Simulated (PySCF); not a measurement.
## Exercise with solution: chemical shift, span and skew from a shielding tensor

GaF₂, SMILES [F][Ga+][F], charge +1. Atoms are numbered in the order given.

```xyz
3

Ga     0.0000     0.0000     0.0000
F      0.0000     0.0000    -1.6703
F      0.0000     0.0000     1.6703
```
Charge +1, spin multiplicity 1.

Coordinates come from a B3LYP-D3(BJ)/def2-TZVP optimisation. The spin state was assumed, not searched. The isomer is the one that the SMILES or the coordinates give; other isomers of the formula were not compared.

GIAO shieldings from PySCF with PBE0/pcSseg-2, non-relativistic, no solvent. The symmetric part of the tensor of F2 has the principal values 233.1, 233.1, 489.5 ppm. The same nucleus in CFCl3 has σ = 165.8 ppm at this level (PySCF, at its B3LYP-D3(BJ)/def2-TZVP geometry).

Question: Work out the isotropic shielding, the ¹⁹F shift against CFCl3, the span and the skew.

Answer: 
σ(iso) = (σ11 + σ22 + σ33)/3 = 318.6 ppm. δ = σ(ref) − σ(iso) = 165.8 − (318.6) = -152.8 ppm.
Span Ω = σ33 − σ11 = 256.4 ppm. Skew κ = 3(σ(iso) − σ22)/Ω = 1.00, an axial tensor. Tumbling in solution averages the tensor to δ; in a static solid the shielding alone would spread this spin-1/2 line over Ω.
